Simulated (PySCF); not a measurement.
**Dipole response of Si⁻ (silicon, charge -1)**

[Ne] 3s2 3p3, high-spin 4S determinant. All numbers are calculated (PySCF 2.14, the non-relativistic Hamiltonian (point nucleus), in def2-QZVPPD (10s6p5d2f1g, 76 functions)). Coupled (time-dependent) response in atomic units; α is the mean over directions.

```tsv
method	mean α (bohr³)	C₆ (like pair)	S(−4)
UHF	98.83	1220	5312
```

S(−4) is the Cauchy moment in α(ω) = α(0) + S(−4) ω² + …

α(iu) at UHF:

| u (hartree) | α(iu) (bohr³) |
| --- | --- |
| 0 | 98.83 |
| 0.0500 | 87.80 |
| 0.100 | 68.70 |
| 0.200 | 41.32 |
| 0.300 | 26.66 |
| 0.500 | 13.31 |
| 0.750 | 6.979 |
| 1.00 | 4.267 |
| 1.50 | 2.093 |
| 2.00 | 1.266 |
| 3.00 | 0.6393 |
| 5.00 | 0.2826 |

A single London oscillator, α(iu) = α/(1 + u²/ω²), gives C₆ = (3/4) ω α². Matching the computed C₆ needs ω = 4 × 1220 / (3 × 98.83²) = 0.167 hartree.

For an ion, C₆ is the dispersion term alone; charge-induced terms of lower order in 1/R come first.
